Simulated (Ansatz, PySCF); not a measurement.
The pair A = SiH4 (SMILES [SiH4]) (first 5 atoms), B = H4OSi (SMILES O[SiH3]); geometry from B3LYP-D3(BJ)/def2-TZVP.
(charge 0, multiplicity 1):
```tsv
atom	x (Å)	y (Å)	z (Å)
Si	-0.0062	0.1505	0.1976
H	-0.8232	1.0756	1.0133
H	1.3765	0.6587	0.0843
H	-0.6091	-0.0042	-1.1439
H	0.0172	-1.1748	0.8658
O	-0.4773	-1.2309	3.8016
Si	-0.0222	0.2956	4.2362
H	-0.6117	-1.4117	2.8672
H	1.1141	0.7734	3.4075
H	0.3853	0.2148	5.6527
H	-1.1313	1.2694	4.0888
```

Cores are frozen in the correlated methods. Rows in 6-31G* carry no dispersion term and start afresh at each structure (6-31G* with six Cartesian d functions).

Run with Ansatz (an electronic-structure program); PySCF for 6-31G* rows. Values without a source in brackets are computed.

Total energies (hartree), monomers frozen at their geometry in the pair:

| structure | HF/6-31G* | B3LYP/6-31G* | MP2/aug-cc-pV(D+d)Z |
|---|---|---|---|
| AB | -657.3537793 | -659.0261476 | -657.8674136 |
| A in the pair's basis | -291.2252458 | -291.8838920 | -291.3725376 |
| B in the pair's basis | -366.1306131 | -367.1432446 | -366.4934583 |
| A | -291.2250323 | -291.8835844 | -291.3717595 |
| B | -366.1299946 | -367.1425027 | -366.4925947 |

Q: Work out the interaction energy without and with the counterpoise correction, and the superposition error, for each level.

A: 
E(AB) − E(A) − E(B), times 627.509 kcal/mol, with the monomers in their own basis and then in the pair's basis:
- HF/6-31G*: 0.78 uncorrected, 1.30 corrected; the monomers gain 0.52 kcal/mol from borrowed functions
- B3LYP/6-31G*: -0.04 uncorrected, 0.62 corrected; the monomers gain 0.66 kcal/mol from borrowed functions
- MP2/aug-cc-pV(D+d)Z: -1.92 uncorrected, -0.89 corrected; the monomers gain 1.03 kcal/mol from borrowed functions
